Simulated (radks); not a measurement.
All-electron atom: Hf V in [Xe] 4f14 (the NIST ground configuration). Method: Dirac Kohn-Sham, PBE, spin-unpolarised, spherical densities, point nucleus; computed with a radial shooting solver on a logarithmic mesh with Libxc functionals.

X-ray form factor f0, the Fourier transform of the density (f0(0) = 68):

sin(theta)/lambda (1/angstrom),f0 (electrons)
0.05,67.475
0.1,65.964
0.15,63.637
0.2,60.731
0.25,57.497
0.3,54.154
0.4,47.745
0.5,42.154
0.6,37.430
0.8,29.978
1,24.508
1.25,19.884
1.5,17.008
2,13.474
